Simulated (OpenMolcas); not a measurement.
V2+ with 6 ligands (sulfide) in octahedral coordination (Oh). A charge of +1.67 e stands 2.4 Å behind each ligand. Ligand basis ANO-RCC-VDZP.

```yaml
Program: OpenMolcas
Method: CASSCF
Basis: ANO-RCC-VTZP [6s5p3d2f1g]
Scalar_Hamiltonian: DKH2, point nucleus
Active_space: 3 electrons in 5 orbitals (3d)
State_averaging: 2S+1 = 4 even, 10 roots; 2S+1 = 2 even, 40 roots
Spin-orbit_coupling: RASSI with atomic mean-field integrals over the reference wave functions
```

All ligands move together. At R = 2.57 Å the first state of the same spin is 1640 cm-1, and at R = 2.74 Å it is 1357 cm-1.

**Question.** A third run gives 1681 cm-1. What distance was it run at?

**Answer.** With a power law R^-n the two known points give n = -ln(1357 / 1640) / ln(2.74 / 2.57) = 2.96. Then R = 2.57 × (1640 / 1681)^(1/2.96) = 2.549 Å. The run was at 2.47 Å, so the estimate is off by +0.079 Å.

Without dynamic correlation the repulsion within the d shell is too large (B by tens of per cent), so at a given field states of lower spin stand too high. The sulfide ions are held by bare point charges, a crude embedding. Ligand-to-metal charge-transfer states are missing. With no ligand orbital active B as a rule stays too high, so bands that hang on it stand too high and its fall with covalency is understated. With metal d orbitals alone and no dynamic correlation the field as a rule comes out too small, by tens of per cent, by up to half for chloride and softer ligands. No measured value stands beside these numbers; the geometry is a model, was not optimised and need not be the one that this ion takes.
